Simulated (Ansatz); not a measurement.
Ge3Te2. Total charge 0; singlet. Geometry PBE-D4/def2-SVP, basis def2-TZVP, Ansatz.

```xyz
5

Ge   -1.6580    0.0617    1.0464
Ge    1.7768    0.4208   -0.7168
Ge   -0.3205   -1.3018   -0.8893
Te   -0.6912    1.5062   -1.0398
Te    0.8929   -0.6869    1.5995
```

| run | HOMO (eV) | LUMO (eV) |
| --- | --- | --- |
| A | -5.46 | -3.28 |
| B | -5.71 | -3.35 |
| C | -6.29 | -2.75 |
| D | -7.99 | -1.10 |
| E | -8.36 | -1.11 |

In the def2 sets Te takes a core potential; there is no spin–orbit coupling. LC-ωPBE has ω = 0.4 bohr⁻¹. The structure comes from a short search, and lower isomers may exist.

The runs used LC-ωPBE, PBE, PBE0, r2SCAN, ωB97M-V. Estimate which is which.

A PBE (0 % exact exchange); B r2SCAN (0 % exact exchange); C PBE0 (25 % exact exchange); D ωB97M-V (range-separated); E LC-ωPBE (range-separated). Exact exchange lowers occupied and raises empty levels; among semilocal functionals meta-GGAs tend to open the gap a little, and such runs are hard to tell apart. The gap grows from 2.19 eV (PBE) to 7.25 eV (LC-ωPBE).
